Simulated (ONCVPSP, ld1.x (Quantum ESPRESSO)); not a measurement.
Potentials for Te compared

Generated with ld1.x 7.5 (TM, RRKJ, ultrasoft, PAW), atompaw 4.2 or ONCVPSP 4.0.1. The cutoff is in Ry: for ld1.x and atompaw files where the sum of valence levels is converged to 10 mRy in a Bessel basis, for ONCV files where the hardest occupied wave has 1 mHa per electron of residual kinetic energy. The error is the largest all-electron minus pseudo excitation energy over each file’s own four to seven test configurations (ionisations up to +4, promotions, holes and added fractions of an electron), all of which were solved. The labels leave out finer settings (local radius, basis sizes, second energies), which also bear on the numbers. Spin-polarised tests are not counted. The rows are a selection from randomly drawn settings: files with unsolved tests, undetermined cutoffs or missed reference levels are left out.

A true bound ghost makes a file unfit for plane-wave use even where its test errors are small: the radial tests pick states by their node count and pass the ghost by.

| potential | cutoff (Ry) | largest error (meV) | bound ghosts |
| --- | --- | --- | --- |
| ONCV, PW91, scalar-relativistic, rc 1.75/1.95/1.45 (spd), local smoothed, core correction yes, reference 4d10 5s1.5 5p4.5, qcut 4.8/4.8/13.1, projectors 2/2/3 | 101 | -318 | s, p |
| ONCV, PBE, scalar-relativistic, rc 1.95/1.35/1.00/1.80 (spdf), local smoothed, core correction yes, reference 4p6 4d10 5s2 5p4, qcut 3.5/8.2/9.2/6.9, projectors 2/2/2/3 | 149 | -34 | s |
| TM, PBEsol, scalar-relativistic, rc 1.50/2.25/1.15 (spd), local smoothed, core correction yes, reference 4d10 5s1 5p5 | 110 | -94 | none |
| TM semilocal, Wu–Cohen, scalar-relativistic, rc 1.30/1.95 (sp), local s, core correction yes, reference 5s2 5p3 | 110 | -105 | none |

Question: Fill in the row for Te: ONCV, PBEsol, scalar-relativistic, rc 1.15/1.30/0.90/1.25 (spdf), local d, core correction yes, reference 4s2 4p6 4d10 5s2 5p2, qcut 12/11.3/9.5/10.1, projectors 2/2/0/1.

Answer: cutoff 154 Ry, largest error -6.6 meV, bound ghosts: none.
